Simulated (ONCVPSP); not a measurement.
# What one change does to a pseudopotential (carbon (C), ONCV)

```
Element                 : C (Z = 6)
Generator               : ONCVPSP 4.0.1
Type                    : optimised norm-conserving Vanderbilt (ONCV)
Functional              : PBE
Relativity              : non-relativistic
Frozen core             : [He]
Valence charge          : 4
Reference configuration : 2s2 2p2
Partial waves           : 2s: rc 1.30 bohr, ncon 4, nbas 7, qcut 5.6 1/bohr, 2 projectors, debl 1.7 Ha; 2p: rc 1.95 bohr, ncon 4, nbas 8, qcut 6.3 1/bohr, 2 projectors, debl 1.4 Ha
Local potential         : polynomial inside 1.05 bohr (lpopt 3, dvloc0 0 Ha)
Core correction         : Teter function, fcfact 4.75, rcfact 1.3
```

All-electron outer shells of the reference configuration (PBE, non-relativistic, ld1.x):

| shell | level (eV) | outermost node (bohr) | outermost maximum (bohr) |
| --- | --- | --- | --- |
| 1s | -273.26 | – | 0.17 |
| 2s | -13.74 | 0.38 | 1.22 |
| 2p | -5.29 | – | 1.20 |

Change: s: qcut 7.6; p: qcut 8.6.

Cutoffs: the cutoffs (Ha) at which the residual kinetic energy of the hardest occupied pseudo-wave falls to 1 and 0.1 mHa per electron; they do not see the model core or the augmentation charge, which bear on the density cutoff. Errors are all-electron minus pseudo energies relative to the spin-unpolarised reference configuration.

Problem. What does the change do?

Solution. The potential gets neither clearly harder nor softer (16 Ha and 60 Ha → 19 Ha and 25 Ha); the s channel sets the loose cutoff, while the largest relative change is in p, which becomes harder; of the 4 tests that both files solve, the error grows in 0 and shrinks in 4 by more than 15 % and 0.3 meV (median size 174.8 → 106.5 meV); neither file shows a bound ghost.

```csv
quantity,base,changed
"cutoff, loose",16 Ha,19 Ha
"cutoff, tight",60 Ha,25 Ha
loose cutoff by channel,"s 16 Ha, p 14 Ha","s 19 Ha, p 18 Ha"
bound ghosts,none,none
GHOST(+) flags under 300 eV,none,none
"error for 2s2 2p1, meV [ΔE 10.86 eV]",+34,+19
"error for 2s2 2p0, meV [ΔE 35.02 eV]",+316,+194
"error for 2s1 2p0, meV [ΔE 83.20 eV]",+669,+471
"error for 2s2 2p1.5, meV [ΔE 3.96 eV]",+5.0,+2.7
s: phases at 1.32 bohr within 0.05 rad from the reference energy up to (Ha; the scan ends near 5),to the end of the scan,to the end of the scan
p: phases at 1.98 bohr within 0.05 rad from the reference energy up to (Ha; the scan ends near 5),to the end of the scan,to the end of the scan
"rms error of d²Exc/dni dnj with the model core, mHa",2.06,2.01
```
